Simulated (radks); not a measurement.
Values are calculated unless marked as measured or tabulated.
Effect of the nuclear size on neutral lead, [Hg] 6p2. Code: a radial shooting solver on a logarithmic mesh with Libxc functionals. Model: Dirac Kohn-Sham, BLYP, spin-unpolarised, spherical densities, finite nucleus; open shells are shared between the two j in proportion to 2j + 1; Fermi nuclear charge, rms radius 5.5012 fm. The rms radius is varied about that value; shifts are against it.

rms radius (fm)	total energy shift (eV)	density at nucleus (e/bohr^3)	1s1/2 shift (meV)	2s1/2 shift (meV)	5s1/2 shift (meV)	5p1/2 shift (meV)	6s1/2 shift (meV)	6p1/2 shift (meV)	6p3/2 shift (meV)
4.8631	-28.7	2.888e+06	-11400	-1740	-20.9	0.286	-2.17	0.207	0.235
5.1326	-16.8	2.821e+06	-6700	-1020	-12.3	0.167	-1.27	0.121	0.138
5.5012	0	2.737e+06	0.000	0.000	0.000	0.000	0.000	0.000	0.000
5.9523	21.5	2.645e+06	8550	1300	15.7	-0.211	1.62	-0.155	-0.176
6.2384	35.6	2.591e+06	14200	2150	26.0	-0.349	2.69	-0.256	-0.292

Slopes of the eigenvalues against <r^2> in GHz/fm^2, as finite differences over the two radii next to the reference (eigenvalue slopes, not the field-shift constants of lines): 1s1/2 406000, 2s1/2 61700, 5s1/2 744, 5p1/2 -10.1, 6s1/2 77.0, 6p1/2 -7.35, 6p3/2 -8.36.
